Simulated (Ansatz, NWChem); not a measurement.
**Predicting a hybrid from its neighbours: BrCl (bromine chloride)**

BrCl: 2 atoms, total charge 0, spin state singlet. SMILES: `ClBr`. The bond length is the measured one.

The vertical energy of the triplet above the singlet y, in eV, basis def2-TZVPPD; a is the functional's share of exact exchange. Programs: Ansatz 0.2.0, NWChem 7.3.0.

```
functional  program     a  y (eV)
      BLYP   Ansatz     0    2.39
      TPSS   NWChem     0    2.43
     B3LYP   Ansatz   0.2    2.49
      PBE0   Ansatz  0.25       ?
   r2SCAN0   Ansatz  0.25    2.46
     BHLYP   Ansatz   0.5    2.61
```

Problem. Fit y = c + s·a to the known rows and predict PBE0.

Solution. 
1. Means of the 5 rows: a = 0.1900, y = 2.476.
2. Σ(Δa)² = 0.172, Σ(Δa·Δy) = 0.0658, so the slope is 0.0658/0.172 = 0.38256.
3. Intercept: 2.476 − (0.38256) × 0.1900 = 2.403. The largest residual of the fit is 0.039.
4. PBE0: 2.403 + (0.38256) × 0.25 = 2.50 eV.

The run gave 2.50 eV, so the prediction is off by 0.00 eV: they agree to the digits shown. Spin-orbit coupling is left out.
